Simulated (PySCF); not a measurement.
B3LYP has the VWN-RPA correlation part, as in Gaussian. 

Cartesian coordinates (Å):
SMILES: C(C1C=C1)C
```xyz
13

C     -1.7113    -0.1285    -0.5294
C     -0.4685    -0.6866     0.1629
C      0.5625     0.3861     0.4559
C      2.0394     0.1100     0.4377
C      1.5944     0.7941    -0.5607
H     -2.1820     0.6480     0.0785
H     -1.4527     0.3181    -1.4923
H     -2.4553    -0.9071    -0.7086
H     -0.7605    -1.1724     1.1005
H     -0.0095    -1.4595    -0.4604
H      0.1947     1.1541     1.1409
H      2.8654    -0.3606     0.9411
H      1.7833     1.3045    -1.4884
```
Charge 0, spin multiplicity 1.

Problem. What total energy, HOMO, LUMO, dipole moment and HOMO–LUMO gap does B3LYP-D3(BJ)/def2-TZVP in PySCF give?

Solution. 
The total energy is -195.3425 Ha and the HOMO is -6.95 eV. The LUMO comes out as -0.15 eV. The dipole moment comes out as 0.39 D. The HOMO–LUMO gap is 6.81 eV.
